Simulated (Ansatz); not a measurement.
Z-matrix (Å, degrees):
```
Al
Al 1 2.570
C 1 1.981 2 95.4
H 1 1.747 2 42.4 3 -100.1
H 1 1.577 2 133.1 3 -176.0
H 1 1.739 2 43.3 3 109.5
P 2 2.314 1 96.0 3 0.0
H 2 1.576 1 131.4 3 179.5
B 3 1.530 1 99.3 2 31.7
H 3 1.096 1 101.4 2 -88.1
H 3 1.091 1 110.1 2 154.4
H 7 1.422 2 94.9 1 -123.0
H 9 1.200 3 120.0 1 98.1
```

Charge 0, multiplicity 1. The bonds changed during the relaxation, so this is another structure than the one it started from.

List the PBE/def2-TZVPP orbital energies in eV (the Gaussian-basis code of Ansatz). (Best estimate.)

Computed: Occupied: -2075.47, -1507.10, -1506.97, -268.49, -176.96, -170.85, -122.32, -122.28, -122.22, -107.34, -107.23, -69.37, -69.30, -69.27, -69.21, -69.19, -69.09, -17.28, -15.31, -12.57, -11.27, -10.51, -9.29, -8.74, -8.63, -8.18, -7.99, -7.36, -6.61, -6.12. Lowest empty: -1.94, -1.72, -0.96, -0.79, -0.21, -0.13, 0.05, 0.26.
